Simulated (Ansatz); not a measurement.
C2H6AlFO, SMILES `C[O][AlH][CH2]F`. The species carries charge 0 and has multiplicity 1. The geometry is a stationary point of PBE0-D4/def2-TZVP. It is one conformer, not always the lowest.

```xyz
11

C     1.232   -0.555   -1.440
O    -0.157   -0.494   -1.280
Al   -1.256   -0.038   -0.097
C    -0.635    0.640    1.659
F     0.764    0.671    1.733
H     1.536    0.068   -2.287
H     1.536   -1.584   -1.657
H     1.769   -0.215   -0.549
H    -2.793   -0.171   -0.437
H    -1.000    1.656    1.862
H    -0.996    0.023    2.492
```

Q: What is the dipole moment at B3LYP/def2-TZVPP? (Best estimate.)

A: The calculation gave: 0.70 D, with components (-0.56, 0.15, 0.39) D in this frame, pointing from negative to positive charge.

Q: And with PBE, r2SCAN, ωB97M-V? (Estimate.)

A: Ansatz gave: PBE 0.58 D, r2SCAN 0.63 D, ωB97M-V 0.70 D.

Q: Give the Mulliken charges with B3LYP, r2SCAN, ωB97M-V in def2-TZVPP. (An estimate is asked.)

A: Ansatz gave: 
| atom | B3LYP | r2SCAN | ωB97M-V |
| --- | --- | --- | --- |
| C1 | -0.11 | 0.02 | -0.17 |
| O2 | -0.38 | -0.39 | -0.36 |
| Al3 | 0.52 | 0.56 | 0.52 |
| C4 | -0.10 | -0.07 | -0.17 |
| F5 | -0.26 | -0.26 | -0.25 |
| H6 | 0.09 | 0.05 | 0.11 |
| H7 | 0.09 | 0.05 | 0.11 |
| H8 | 0.10 | 0.06 | 0.11 |
| H9 | -0.13 | -0.14 | -0.10 |
| H10 | 0.09 | 0.06 | 0.10 |
| H11 | 0.09 | 0.06 | 0.10 |

B3LYP here is the variant with VWN-RPA as its local correlation; programs differ in this.
